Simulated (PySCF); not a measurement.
AlCl, SMILES [Cl][Al] (connectivity only; charge and spin as stated), neutral, multiplicity 1. Atoms are numbered in the order given.

```xyz
2

Al     0.0000     0.0000    -1.2166
Cl     0.0000     0.0000     0.9304
```
Charge 0, spin multiplicity 1.

Geometry optimised at PBE0-D3(BJ)/def2-TZVPD.

All values below come from TDDFT-ωB97X/def2-TZVPD (PySCF).

Vertical excitations; the highest root listed may be one member of a degenerate set. The molecule is in vacuum. State labels are in the subgroup C2v.

```tsv
state	symmetry	energy (eV)	λ (nm)	f	main pairs
S1	B1	4.68	265	0.206	HOMO→LUMO (degenerate set)
S2	B2	4.68	265	0.206	HOMO→LUMO+1 (degenerate set)
S3	A1	6.56	189	0.507	HOMO→LUMO+3 61 %, HOMO→LUMO+2 26 %
S4	A2	6.72	185	0.000	HOMO−2→LUMO+1 47 %, HOMO−1→LUMO 47 %
S5	A1	6.77	183	0.000	HOMO−2→LUMO, HOMO−1→LUMO+1 (degenerate set)
S6	A2	6.78	183	0.000	HOMO−1→LUMO, HOMO−2→LUMO+1 (degenerate set)
S7	A1	7.02	177	0.049	HOMO→LUMO+2 56 %, HOMO→LUMO+3 35 %
S8	A1	7.63	163	0.336	HOMO−1→LUMO+1 42 %, HOMO−2→LUMO 42 %, HOMO→LUMO+2 7 %
S9	A1	7.84	158	0.000	HOMO→LUMO+7 (degenerate set)
S10	A2	7.84	158	0.000	HOMO→LUMO+8 (degenerate set)
T1	B1	3.00	413	0	HOMO→LUMO (degenerate set)
T2	B2	3.00	413	0	HOMO→LUMO+1 (degenerate set)
T3	A1	5.54	224	0	HOMO→LUMO+3 39 %, HOMO→LUMO+2 38 %, HOMO→LUMO+11 9 %, HOMO→LUMO+4 8 %
T4	A1	6.47	192	0	HOMO−2→LUMO 46 %, HOMO−1→LUMO+1 46 %
```
Triplets are in the Tamm–Dancoff approximation, which puts them higher than full response would, so one can lie above its singlet here.
